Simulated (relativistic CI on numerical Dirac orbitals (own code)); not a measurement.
Calculated at this level of theory: Dirac-Coulomb-Breit CI, KLI orbitals optimised for each configuration, a model potential for QED, unscaled Slater integrals (own radial code, finite nucleus).

Configuration list: 1s2, 1s.2s, 1s.2p, 1s.3s, 1s.3p, 1s.3d, 1s.4s, 1s.4p, 1s.4d, 1s.4f, 1s.5s, 1s.5p, 1s.5d, 1s.5f, 1s.5g, 1s.6s, 1s.6p, 1s.6d. Levels of other configurations are missing.

At this charge energies of transitions that change n are usually good to better than 1 %, and those within a shell (Δn = 0) to a few per cent.

Outline of the computed level scheme of As XXXII. Lowest level of each configuration: 1s2 1S_0 at 0.0 eV; 1s.2s 3S_1 at 10845.4 eV; 1s.2p 3P°_0 at 10884.8 eV; 1s.3s 3S_1 at 12860.5 eV; 1s.3p 3P°_0 at 12871.4 eV; 1s.3d 3D_2 at 12890.6 eV; 1s.4s 3S_1 at 13558.8 eV; 1s.4p 3P°_0 at 13563.3 eV; 1s.4d 3D_2 at 13571.3 eV.

Some strong electric-dipole decays among the lowest 27 levels: 1s.2p 1P°_1 → 1s2 1S_0 (1.1e+15 s⁻¹); 1s.3p 1P°_1 → 1s2 1S_0 (3.1e+14 s⁻¹); 1s.2p 3P°_1 → 1s2 1S_0 (2.3e+14 s⁻¹); 1s.4p 1P°_1 → 1s2 1S_0 (1.3e+14 s⁻¹); 1s.3d 3D_3 → 1s.2p 3P°_2 (6.8e+13 s⁻¹); 1s.3p 3P°_1 → 1s2 1S_0 (6.6e+13 s⁻¹); 1s.3d 1D_2 → 1s.2p 1P°_1 (6.0e+13 s⁻¹); 1s.3d 3D_2 → 1s.2p 3P°_1 (5.4e+13 s⁻¹).

LS names give the leading component of a level, which can be under half, so a name can repeat, a term be missing and a line seem to break the LS rules.
